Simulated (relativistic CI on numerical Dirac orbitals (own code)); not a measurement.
**Ar: what numerical and physical settings do to a radial Dirac CI calculation**

Reference input:

```
atom Ar  Z=18  charge=0  electrons=18
nucleus A=40  rms_radius_fm=3.4274
hamiltonian dirac-coulomb  breit=on  qed=on  c_scale=1
orbitals kli  potential=per-configuration
slater_scale 1
correlation none
mixing on
grid step=0.0125 r_max=149
scf mixing=0.4 start=green max_iterations=150 tolerance=2e-08 node_fill=0.05
configurations
  [Ne] 3s2 3p6
  [Ne] 3s2 3p5 3d
  [Ne] 3s2 3p5 4s
  [Ne] 3s2 3p4 3d2
  [Ne] 3s2 3p5 4p
end
```

Computed lowest total energy -528.48104 Ha, first excitation 92360.6 cm⁻¹, 53 SCF steps. Runs with settings changed; * marks those that are bad on purpose (the QED terms keep the true α when c is scaled):

```
                                                                 Changed        Outcome  Lowest level    ΔE (Ha)  First excitation (cm⁻¹)  SCF steps                                      Message
                                                    speed of light × 0.8      converged      3p6 1S_0     -0.984                  91870.6         54                                             
speed of light × 0.8, iteration limit 20, node fill of the KLI weights 0      converged      3p6 1S_0     -0.984                  92072.9         54                                             
                    node fill of the KLI weights 0.2, iteration limit 30      converged      3p6 1S_0    0.00379                  91940.9         54                                             
                                                    SCF tolerance 0.0001      converged      3p6 1S_0  -1.31e-05                  92363.4         38                                             
                                          end of the grid at 4.47 bohr *  not converged                                                           10                         orbital 3s not found
                                                     iteration limit 4 *  not converged                                                            4  SCF of 1s2 2s2 2p6 3s2 3p6 did not converge
```

With so few configurations and no correlation, terms lie too far apart (by 10 to 50 % near neutrality), their order can be wrong, and levels of other configurations are missing.
